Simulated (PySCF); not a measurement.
A calculated (r2SCAN, PySCF 2.14, aug-cc-pVDZ-DK, the spin-free X2C one-electron Hamiltonian (Gaussian nucleus)) atom or ion has these occupied shells.

```
shell  electrons  orbital energy (eV)  rms radius, mean of both spins (bohr)
 1s α          1              -2418.7                                  0.112
 1s β          1              -2418.4                                  0.112
 2s α          1              -216.52                                  0.520
 2s β          1              -216.31                                  0.520
 2p α          3              -159.37                                  0.494
 2p β          3              -158.96                                  0.494
 3s α          1              -19.093                                   1.84
 3s β          1              -16.092                                   1.84
 3p α          3               -8.152                                   2.25
 3p β          1               -6.329                                   2.25
```

**Question.** Name the element and its charge.

**Answer.** S (sulfur, neutral), in [Ne] 3s2 3p4, high-spin 3P determinant.
